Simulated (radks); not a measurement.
Q: The mean radii <r> (bohr) of the occupied orbitals of an atom or ion are listed with their occupations. Method: non-relativistic Kohn-Sham, TPSS, spin-polarised, spherical densities, point nucleus; meta-GGA in the generalised Kohn-Sham scheme; computed with a radial shooting solver on a logarithmic mesh with Libxc functionals.

| orbital | occ. | <r> |
|---|---|---|
| 1s up | 1 | 0.08613 |
| 1s down | 1 | 0.08612 |
| 2s up | 1 | 0.4152 |
| 2s down | 1 | 0.4151 |
| 2p up | 3 | 0.3768 |
| 2p down | 3 | 0.3768 |
| 3s up | 1 | 1.331 |
| 3s down | 1 | 1.341 |
| 3p up | 3 | 1.458 |
| 3p down | 1 | 1.482 |

Name the element and its charge.

A: Z = 18, argon, charge +2: Ar2+ in [He] 2s2 2p(up 3, down 3) 3s2 3p4. The 1s radius gives Z: for a bare nucleus <r> = 1.5/Z, 0.08333 bohr for Z = 18, and screening makes it slightly larger (0.08613 here). The occupations add up to 16, and the charge is Z minus that.
